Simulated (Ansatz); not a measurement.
Born–Oppenheimer molecular dynamics of BrCl3H3NSi (9 atoms, charge 0, multiplicity 1). It starts at the highest image of a converged band, a first-order saddle point between two minima.

Theory: RKS B3LYP-D4/def2-SVP (Ansatz 0.2.0).

```json
{"ensemble": "NVE (velocity Verlet)", "time step": "0.5 fs", "steps asked": "200", "starting velocities drawn for": "100 K", "seed": "2211"}
```

First frame:

```xyz
9
Properties=species:S:1:pos:R:3
Si 0.098 -0.123 0.066
N 0.128 -0.195 1.934
H -0.815 -0.211 2.339
H 0.639 0.598 2.336
Cl 1.887 0.368 -0.770
Cl -0.989 1.664 -0.042
Cl -1.149 -1.479 -0.798
Br 1.579 -2.588 1.110
H 0.669 -1.141 2.096
```

(1) What does the run give?

(2) What happens to the structure?

(3) How do temperature and energy run in time?

## Answers

(1) The run went to its last step.

- steps done: 200
- time covered: 100 fs
- mean temperature over the second half: 431 K
- spread of the potential energy over the second half: 15.3 meV per atom
- mean potential energy of the second half above the start: -33.3 meV per atom

The conserved energy stayed within 0.038 meV per atom of its start (net change -0.0066 meV per atom), so the integration is sound. The kinetic energy rose, since the run started high on the potential surface and went downhill. It ends in pieces (BrH + Cl3H2NSi), so much of that is their flight and rotation, not heat. A run of 0.1 ps of so small a system gives no equilibrium averages. The orbitals stay closed-shell, which can raise the energy where a bond breaks towards radicals; this wasn't checked here.

(2) Between its relaxed ends the band would form Si1–Br8, N2–H9 and break Br8–H9. These pairs go: Si1–Br8 3.06 → 3.78 Å, N2–H9 1.10 → 1.89 Å, Br8–H9 1.97 → 1.48 Å. In the last frame they stand as before the step (other bonds may differ from the relaxed reactants and products). It ends as BrH + Cl3H2NSi. Pairs count as bonded within 1.25 times the sum of covalent radii (0.12 Å more for H–H). Another seed would give other details.

(3) 
```json
{"time (fs)": "0", "T (K)": "100", "potential energy less start (eV)": "0.000", "conserved less start (meV/atom)": "0.00"}
{"time (fs)": "5", "T (K)": "77", "potential energy less start (eV)": "0.021", "conserved less start (meV/atom)": "0.01"}
{"time (fs)": "10", "T (K)": "78", "potential energy less start (eV)": "0.020", "conserved less start (meV/atom)": "0.01"}
{"time (fs)": "15", "T (K)": "64", "potential energy less start (eV)": "0.032", "conserved less start (meV/atom)": "0.01"}
{"time (fs)": "20", "T (K)": "66", "potential energy less start (eV)": "0.031", "conserved less start (meV/atom)": "0.01"}
{"time (fs)": "25", "T (K)": "70", "potential energy less start (eV)": "0.028", "conserved less start (meV/atom)": "0.01"}
{"time (fs)": "30", "T (K)": "68", "potential energy less start (eV)": "0.029", "conserved less start (meV/atom)": "0.02"}
{"time (fs)": "35", "T (K)": "83", "potential energy less start (eV)": "0.016", "conserved less start (meV/atom)": "0.01"}
{"time (fs)": "40", "T (K)": "77", "potential energy less start (eV)": "0.021", "conserved less start (meV/atom)": "0.02"}
{"time (fs)": "45", "T (K)": "107", "potential energy less start (eV)": "-0.006", "conserved less start (meV/atom)": "0.02"}
{"time (fs)": "50", "T (K)": "150", "potential energy less start (eV)": "-0.045", "conserved less start (meV/atom)": "0.02"}
{"time (fs)": "55", "T (K)": "213", "potential energy less start (eV)": "-0.102", "conserved less start (meV/atom)": "0.01"}
{"time (fs)": "60", "T (K)": "281", "potential energy less start (eV)": "-0.164", "conserved less start (meV/atom)": "0.01"}
{"time (fs)": "65", "T (K)": "308", "potential energy less start (eV)": "-0.188", "conserved less start (meV/atom)": "0.03"}
{"time (fs)": "70", "T (K)": "384", "potential energy less start (eV)": "-0.257", "conserved less start (meV/atom)": "0.00"}
{"time (fs)": "75", "T (K)": "439", "potential energy less start (eV)": "-0.307", "conserved less start (meV/atom)": "0.02"}
{"time (fs)": "80", "T (K)": "512", "potential energy less start (eV)": "-0.372", "conserved less start (meV/atom)": "0.02"}
{"time (fs)": "85", "T (K)": "583", "potential energy less start (eV)": "-0.437", "conserved less start (meV/atom)": "0.00"}
{"time (fs)": "90", "T (K)": "578", "potential energy less start (eV)": "-0.432", "conserved less start (meV/atom)": "0.03"}
{"time (fs)": "95", "T (K)": "610", "potential energy less start (eV)": "-0.462", "conserved less start (meV/atom)": "0.01"}
{"time (fs)": "100", "T (K)": "648", "potential energy less start (eV)": "-0.496", "conserved less start (meV/atom)": "-0.01"}
```

The run took 9.1 min on 4 threads of Arm Neoverse V2, with other jobs on the host, peak memory 0.41 GiB.
